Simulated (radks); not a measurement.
Results of a calculation; reference values are marked as such.
Effect of the nuclear size on the argon ion Ar2+, [Ne] 3s2 3p4. Level of theory: Dirac Kohn-Sham, PBE, spin-unpolarised, spherical densities, finite nucleus; open shells fill j = l - 1/2 first; Fermi nuclear charge, rms radius 3.4274 fm (a radial shooting solver on a logarithmic mesh with Libxc functionals). The rms radius is varied about that value; shifts are against it.

rms radius (fm)  total energy shift (eV)  density at nucleus (e/bohr^3)  1s1/2 shift (meV)  2s1/2 shift (meV)
3.0332                          -0.00404                           4353              -1.70             -0.128
3.1155                          -0.00323                           4351              -1.36             -0.102
3.4274                                 0                           4342              0.000              0.000
3.6056                           0.00198                           4337              0.834              0.063
3.9312                           0.00586                           4329               2.46              0.185

Slopes of the eigenvalues against <r^2> in GHz/fm^2, as finite differences over the two radii next to the reference (eigenvalue slopes, not the field-shift constants of lines): 1s1/2 161, 2s1/2 12.1.
